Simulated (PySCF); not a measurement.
Vertical excitation energies

C₆H₉ClSi.
SMILES: `C=CCC#C[SiH2]CCl`

Method: TDDFT wB97X-D/def2-SVPD, vertical, gas phase, core orbitals frozen in the response (PySCF 2.14.0, density-fitted response routines). The structure is a single GFN2-xTB conformer in the gas phase; no vibrational or solvent corrections. Torsions of this conformer, `[CH2:1]=[CH:2][CH2:3][C:4]#[C:5][SiH2:6][CH2:7][Cl:8]`: C1–C2–C3–C4 122°, C5–Si6–C7–Cl8 180°.

Question: What does the calculation give for the low-lying excited states?

Answer: 

```tsv
state	E (eV)	E (hartree)	f	main configurations (H = HOMO, L = LUMO)
S1	6.00	0.2205	0.0011	H-1→L (46%), H-2→L (16%)
S2	6.23	0.2289	0.025	H→L (39%), H-1→L+1 (14%), H-3→L (9%)
S3	6.28	0.2309	0.0060	H→L+1 (35%), H→L+2 (13%), H-1→L (12%)
S4	6.89	0.2533	0.079	H-3→L (20%), H→L (12%), H→L+4 (11%)
S5	7.29	0.2679	0.0047	H-4→L (35%), H-4→L+4 (26%), H-4→L+1 (17%)
S6	7.40	0.2718	0.612	H-1→L+1 (29%), H→L (18%), H-2→L (14%)
S7	7.55	0.2775	0.014	H-1→L+2 (37%), H→L+2 (15%)
S8	7.58	0.2787	0.058	H→L+2 (27%), H-1→L+2 (20%)
```

Triplets (Tamm–Dancoff): T1 4.65 eV, H-2→L+3 (17%), H-2→L (15%), H-2→L+1 (13%); T2 5.10 eV, H→L (27%), H-3→L (12%), H-1→L+1 (12%); T3 5.57 eV, H-1→L (26%), H→L+1 (9%), H-1→L+3 (8%).

The lowest singlet comes at 207 nm (579 kJ/mol) in the ultraviolet; it is very weak; its leading configuration is HOMO-1→LUMO (46%). The strongest level in the table is S6 at 7.40 eV (168 nm, f = 0.612). Löwdin shares by element: HOMO carbon 52% or more, chlorine 19% (atoms not listed hold the other 29%); LUMO carbon 39% or more, silicon 14% (atoms not listed hold the other 47%). Orbital energies (eV): HOMO-3 -10.29, HOMO-2 -10.11, HOMO-1 -9.69, HOMO -9.58, LUMO 1.33, LUMO+1 1.73, LUMO+2 2.03. Of the 8 states listed, 5 reach f = 0.01 and none stays under 0.0005. The oscillator strengths of these states sum to 0.799; summed over the whole spectrum of an exact calculation they would give the number of electrons, 76 (Thomas–Reiche–Kuhn). Singlets were solved by full linear response, triplets in the Tamm–Dancoff approximation.
